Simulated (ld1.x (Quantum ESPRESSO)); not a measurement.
# Al (Z = 13): RRKJ pseudisation with Wu–Cohen, scalar-relativistic reference atom.

The input file (ld1.x (Quantum ESPRESSO) 7.5):

```
&input
   title='Al', zed=13., rel=1, dft='WC', iswitch=3,
   config='[Ne] 3s2 3p0',
   nld=2, rlderiv=2.85, eminld=-3.0, emaxld=5.0, deld=0.02
 /
 &inputp
   pseudotype=2, tm=.false., lloc=0,
   nlcc=.true.,
   file_pseudopw='Al.UPF', file_wfcaegen='ae.wfc', file_wfcncgen='nc.wfc', file_beta='beta', file_chi='chi'
 /
2
3P  2  1   0.00   0.00  2.60  2.60  0.0
3S  1  0   2.00   0.00  1.45  1.45  0.0
 &test
   configts(1)='3s2 3p0'
 /
```

Command:

```bash
ld1.x < Al.in > Al.out
```

The program printed (shortened: banner, matrices, multipoles, cross overlaps and the repeated all-electron block are left out):

```
Program LD1 v.7.5
     --------------------------- All-electron run ----------------------------

     Al
     scalar relativistic calculation

     atomic number is 13.00
     dft =WC   lsd =0 sic =0 latt =0  beta=0.20 tr2=1.0E-14
     Exchange-correlation= WC
                           (   1   4  11   4   0   0   0)
     mesh =1135 r(mesh) = 100.48924 a.u. xmin = -7.00 dx = 0.01250
     1 Ry =  13.60569312 eV, c = 137.03599908

     n l     nl                  e(Ry)          e(Ha)          e(eV)
     1 0     1S 1( 2.00)      -111.6036       -55.8018     -1518.4440
     2 0     2S 1( 2.00)        -8.5475        -4.2738      -116.2953
     2 1     2P 1( 6.00)        -5.7348        -2.8674       -78.0254
     3 0     3S 1( 2.00)        -1.0879        -0.5439       -14.8011
     3 1     3P 1( 0.00)        -0.6645        -0.3322        -9.0404

     final scf error:  6.0E-15 reached in  21 iterations

     Etot =    -484.520059 Ry,    -242.260029 Ha,   -6592.231230 eV

     Ekin =     485.431392 Ry,     242.715696 Ha,    6604.630549 eV
     Encl =   -1152.334861 Ry,    -576.167431 Ha,  -15678.314497 eV
     Eh   =     218.437083 Ry,     109.218541 Ha,    2971.987913 eV
     Exc  =     -36.053672 Ry,     -18.026836 Ha,    -490.535195 eV

     normalization and overlap integrals

     s(1S/1S) =  1.000000  <r> =   0.1203  <r2> =    0.0195  r(max) =   0.0789
     s(2S/2S) =  1.000000  <r> =   0.6265  <r2> =    0.4708  r(max) =   0.4954
     s(2P/2P) =  1.000000  <r> =   0.6028  <r2> =    0.4621  r(max) =   0.4264
     s(3S/3S) =  1.000000  <r> =   2.3737  <r2> =    6.4944  r(max) =   2.0088
     s(3P/3P) =  1.000000  <r> =   2.8900  <r2> =    9.7554  r(max) =   2.3930

     ------------------------ End of All-electron run ------------------------

     --------------------- Generating NC pseudopotential ---------------------

      Generating local pot.: lloc=0, matching radius rcloc =   1.4500

      Computing core charge for nlcc:

       r > 1.31 : true rho core
       r < 1.31 : rho core = a sin(br)/r    a=   1.82  b=   2.07

      Integrated core pseudo-charge :   1.46

      Wfc   3P  rcut= 2.612  Estimated cut-off energy=       25.61 Ry
      This function has    0 nodes for 0 < r <    2.612

     ------------------- End of pseudopotential generation -------------------

     Computing logarithmic derivative in   2.83295
     Computing logarithmic derivative in   2.83295
     Computing the partial wave expansion
       no projector for channel:   0
     R is outside the sphere for l=    1 j= 0.00

     ---------------------- Testing the pseudopotential ----------------------

     Al
     scalar relativistic calculation

     atomic number is 13.00   valence charge is  3.00
     dft =WC   lsd =0 sic =0 latt =0  beta=0.20 tr2=1.0E-14
     mesh =1135 r(mesh) = 100.48924 xmin = -7.00 dx = 0.01250

     n l     nl             e AE (Ry)        e PS (Ry)    De AE-PS (Ry)
     1 0     3S   1( 2.00)       -1.08786       -1.08786       -0.00000
     2 1     3P   1( 0.00)       -0.66446       -0.66446        0.00000

     eps = 2.1E-15  iter =  9

     Etot =    -484.520059 Ry,    -242.260029 Ha,   -6592.231230 eV
     Etotps =    -4.736085 Ry,      -2.368042 Ha,     -64.437713 eV

     Ekin =       0.882247 Ry,       0.441124 Ha,      12.003583 eV
     Encl =      -4.914096 Ry,      -2.457048 Ha,     -66.859682 eV
     Ehrt =       1.515837 Ry,       0.757919 Ha,      20.624018 eV
     Ecxc =      -2.220073 Ry,      -1.110036 Ha,     -30.205631 eV
     (Ecc =      -1.254911 Ry,      -0.627456 Ha,     -17.073935 eV)

     ---------------------- End of pseudopotential test ----------------------
```

Generation and configuration tests took about 2.4 s on one core of a shared server CPU.
